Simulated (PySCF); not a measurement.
How methods differ on the excitation energy of Re

Re [Xe] 4f14 5d5 6s2 (6S) → Re [Xe] 4f14 5d6 6s1 (6D), as a difference of total energies. Calculation: PySCF 2.14, in def2-TZVPPD with the def2 core potential (60 electrons) (6s5p3d2f1g, 59 functions); a scalar-relativistic core potential. Correlated levels: valence: 5s2 5p6 frozen; valence and next inner shell: nothing frozen outside the core potential. The calculations carry no spin-orbit coupling.

```
                                method  excitation energy (cm⁻¹)  error (cm⁻¹)
                                   UHF                     14613          +423
                                   LDA                     11764         -2426
                                   PBE                    9829.9         -4360
                                  PBE0                     10349         -3841
                                r2SCAN                     10137         -4053
                               LC-wPBE                     10205         -3985
                                 M06-L                     15042          +852
                                  TPSS                    9486.2         -4703
                                  PW91                    9702.6         -4487
                         MP2 (valence)                     13354          -836
                     SCS-MP2 (valence)                     13352          -837
    MP2 (valence and next inner shell)                     14444          +254
SCS-MP2 (valence and next inner shell)                     15108          +918
```

Reference: 14190 cm⁻¹ (measured; NIST levels, between the centres of gravity of the two terms).

Errors of the correlated levels include the incompleteness of this basis and the frozen core.
